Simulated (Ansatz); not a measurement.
Stepwise reaction of `F[Si]1(F)BC1` with hydrogen, as a gas-phase model of exchange steps in deposition or etching. ΔE in kJ/mol; ΔG adds harmonic PBE0-D4 terms to CCSD(T)/CBS, at 1 bar.

Calculated with Ansatz (gas phase, PBE0-D4/def2-TZVP geometries, no zero-point term in ΔE). CCSD(T)/CBS adds triple-zeta CCSD(T) − MP2 to the extrapolated MP2 energy (def2 sets, frozen cores). This one scheme is used for every species. DFT in def2-TZVPP. B3LYP here is the variant with VWN-RPA as its local correlation; programs differ in this.

| step | reaction | PBE-D4 | B3LYP-D4 | ωB97M-V | CCSD(T)/CBS | ΔG(400 K) |
| --- | --- | --- | --- | --- | --- | --- |
| 1 | `F[Si]1(F)BC1` + H₂ → `F[SiH]1BC1` + H–F | 120.3 | 126.4 | 127.8 | 122.5 | 122.9 |

(1) Give the row of step 2, `F[SiH]1BC1` + H₂ → `B1C[SiH2]1` + H–F. (Estimate.)

(2) By hand: ΔE of the 2 steps together at CCSD(T)/CBS.

Answers

(1) The calculation gave: 
| step | reaction | PBE-D4 | B3LYP-D4 | ωB97M-V | CCSD(T)/CBS | ΔG(400 K) |
| --- | --- | --- | --- | --- | --- | --- |
| 2 | `F[SiH]1BC1` + H₂ → `B1C[SiH2]1` + H–F | 93.9 | 100.6 | 102.0 | 96.3 | 96.8 |

(2) (122.5) + (96.3) = 218.8 kJ/mol, or 109.4 kJ/mol a step.

In ΔE each step is lower than the one before. All are uphill at CCSD(T)/CBS. ΔG lies between 96.8 and 122.9 kJ/mol a step. PBE-D4 differs from CCSD(T)/CBS by -2.4 to -2.2 kJ/mol a step. Isolated molecules leave out the surface, adducts and barriers. Largest T1 diagnostic: 0.014.
